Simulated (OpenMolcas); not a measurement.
**In⁺: CASPT2 settings compared**

```
Program             : OpenMolcas
Basis               : ANO-R1 [6s5p3d1f]
Scalar Hamiltonian  : X2C, finite nucleus
Active space        : 2 electrons in 4 orbitals (5s 5p)
State averaging     : 2S+1 = 1 even, 1 root; 2S+1 = 1 odd, 3 roots; 2S+1 = 3 odd, 3 roots kept (CI in the orbitals of an earlier block)
Spin-orbit coupling : state interaction with AMFI integrals over the reference wave functions, term energies averaged over their components
```

Methods on the same reference wave functions:
A. CASSCF
B. SS-CASPT2, IPEA 0.3 Eh, no level shift (closed shells correlated: 4s 4p 4d)
C. SS-CASPT2, IPEA 0.6 Eh, no level shift (closed shells correlated: 4d)
D. SS-CASPT2, IPEA 0.15 Eh, sigma2 regulariser 0.4 Eh (closed shells correlated: 4d)

Energies in cm⁻¹ above 5s² ¹S₀, the measured ground level; measured values from NIST Handbook of Basic Atomic Spectroscopic Data.

```
     Level      A      B      C      D  Measured
   5s² ¹S₀    0.0    0.0    0.0    0.0       0.0
5s 5p ³P°₀  43000  44961  44874  44485     42276
5s 5p ³P°₁  43561  45517  45430  45041     43351
5s 5p ³P°₂  44771  46733  46645  46257     45830
5s 5p ¹P°₁  67807  65728  65750  65272     63038
```

Deviations, from unrounded energies. A percentage is the sum of absolute deviations over the sum of measured energies, with the sign that they share, or ± where signs differ.

| Against measurement | Levels | A | B | C | D |
| --- | --- | --- | --- | --- | --- |
| mean absolute deviation (cm-1) | 4 | 1700 | 2100 | 2100 | 1600 |
| other configurations (%) | 4 | ±3.5 | +4.3 | +4.2 | +3.4 |

A, D lie about equally close to measurement and B furthest from it. The largest miss of D in the table is 5s 5p ¹P°₁, by +2200 cm-1. The ranking rests on the paired levels alone, and a cruder setting can come out closer through cancelling errors.

Among B to D the level of the table that moves most is 5s 5p ¹P°₁, by 480 cm-1 (lowest in D, highest in C).

The lowest spin-free term lies below A's lowest term by 0.442 hartree in B, 0.341 hartree in C, 0.344 hartree in D.

Terms from blocks run as CI alone lack orbitals of their own. Without dynamic correlation excited terms often stand tens of per cent too high (terms of higher spin than the ground term too low), and those without a measured partner can miss by more than the paired ones (holds for A). Measured partners are found by configuration, term and J. A level has none where our copy of the source lacks it or the pairing is in doubt (some pairs that miss far off the trend of their configuration count as doubtful), and it then counts in no deviation. Only configurations of the active space appear.

° marks odd parity.
